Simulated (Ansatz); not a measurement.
Computed with Ansatz on PBE0-D4/def2-TZVP structures; ΔE is electronic, products minus reactants. CCSD(T)/CBS is the MP2 limit (def2-TZVPP, def2-QZVPP) plus CCSD(T) − MP2 in def2-TZVPP, frozen cores. Functionals use def2-TZVPP. B3LYP here is the variant with VWN-RPA as its local correlation; programs differ in this. For Br outer-core shells are correlated without core-valence functions, which leaves a few kJ/mol of doubt a bond. Scalar relativity is left out up to krypton. One conformer a species, not always the lowest.

Consider the cleavage of the B–Si bond: `OB(F)[SiH2]Br` + `O[SiH3]` → `OB(F)O[SiH3]` + `[SiH3]Br`.

`OB(F)[SiH2]Br`:

Cartesian coordinates in Å:
```
O -0.046 -0.540 1.850
B 0.703 -0.418 0.743
F 1.973 -0.794 0.818
Si -0.048 0.313 -1.003
Br -2.198 0.781 -0.562
H -0.956 -0.248 1.721
H 0.598 1.572 -1.449
H -0.026 -0.666 -2.117
```

`O[SiH3]`:

Z-matrix (Å, degrees):
```
Si
O 1 1.648
H 1 1.489 2 111.7
H 1 1.489 2 111.7 3 120.9
H 1 1.481 2 105.9 3 -119.6
H 2 0.957 1 117.9 3 -60.5
```

`OB(F)O[SiH3]`:

Z-matrix (Å, degrees):
```
Si
O 1 1.655
H 1 1.484 2 110.2
H 1 1.484 2 110.2 3 -121.4
H 1 1.480 2 106.4 3 119.3
B 2 1.348 1 131.9 3 60.8
F 6 1.334 2 118.9 1 180.0
O 6 1.359 2 121.1 1 -0.0
H 8 0.960 6 113.4 2 180.0
```

`[SiH3]Br`:

Z-matrix (Å, degrees):
```
Si
Br 1 2.219
H 1 1.480 2 108.4
H 1 1.481 2 108.4 3 -120.0
H 1 1.481 2 108.4 3 120.0
```

```json
{"level": "PBE0-D4", "ΔE (kcal/mol)": "-32.2"}
{"level": "B3LYP", "ΔE (kcal/mol)": "-35.1"}
```

Q: What does CCSD(T)/CBS give? (Estimate.)

A: Computed: -34.4 kcal/mol. The listed levels differ from it by 2.2, -0.7 kcal/mol.

Largest T1 diagnostic among the species: 0.012.

From BLYP to BHLYP (50 % exact exchange), in def2-TZVPP and without D4, ΔE moves by −5.2 kcal/mol. In def2-TZVPP, CCSD(T) changes the Hartree–Fock value by +7.3 kcal/mol (the triples alone add +1.1 kcal/mol) and MP2 by +6.8 kcal/mol. Leaving LDA and LC-ωPBE aside and taking each functional with its dispersion term where it has one, the values, not all of them listed here, spread over 8.3 kcal/mol, from BHLYP-D4 to revPBE-D4. LDA lies −1.3 kcal/mol from PBE without D4.
